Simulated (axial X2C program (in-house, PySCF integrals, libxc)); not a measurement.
Values are calculated unless marked as measured or tabulated.
**AlBr: input and output**

Program: an axial X2C code built on PySCF integrals.

Input file and command:
```json
{"zs": [35, 13], "q": 0, "bas": ["dyall-cv3z", "dyall-v3z"], "levels": ["PBE0", "HF", "PBE"], "cc": true, "r0": 2.4, "thr": -2.0, "nmax": 90, "npts": 10, "nst": 2, "ntry": 6}
```
```bash
python so2c.py task.json out
```

Keys: zs atomic numbers; q charge; bas basis sets; levels methods; cc coupled cluster on or off; r0 starting distance in Å; thr threshold in hartree for freezing inner shells (an s shell follows its p shell); nmax most natural virtual spinors; npts points on the curve; nst determinants followed; ntry starts of the search. HF also brings MP2.

Output of the HF step, without spin–orbit coupling, at R = 2.321 Å for the state M_S = 0, Λ = 0. It starts from PBE0 orbitals of this distance.

```
spin-free X2C-1e  HF
basis functions 151  fitting functions 884  grid points 5080
iter        total energy     max residual
   1      -2846.927037085     2.19e-01
   2      -2846.946788896     4.76e-03
   3      -2846.947340385     2.72e-03
   4      -2846.947413830     9.17e-04
   5      -2846.947430737     2.21e-04
   6      -2846.947433479     6.78e-05
   7      -2846.947433749     3.03e-05
   8      -2846.947433787     7.31e-06
   9      -2846.947433789     7.81e-07
  10      -2846.947433789     1.79e-07
converged
one-electron -4169.16317285  Coulomb 1327.88176016  exact exchange -109.40390605  xc functional 0.00000000  nuclear repulsion 103.73788495
correlated 10  virtual 184  natural virtual 90  E(MP2) -0.217466506  MP2 remainder -0.005126020
iter   CCSD correlation   residual
   1     -0.228833179   1.21e-01
   2     -0.236278039   5.03e-02
   3     -0.237060976   1.72e-02
   4     -0.236997287   5.44e-03
   5     -0.237007523   1.20e-03
   6     -0.237004326   3.94e-04
   7     -0.237003967   1.10e-04
   8     -0.237004891   3.45e-05
   9     -0.237004628   1.18e-05
  10     -0.237004595   4.28e-06
  11     -0.237004542   1.52e-06
  12     -0.237004537   5.72e-07
(T) -0.009535051  T1 0.0170  D1 0.0235  max T2 0.109
```
Energies are in hartree; totals compare only within one Hamiltonian and basis. T1 in the output is the amplitude norm over the root of the electron number; divide by √2 for the Lee–Taylor value.
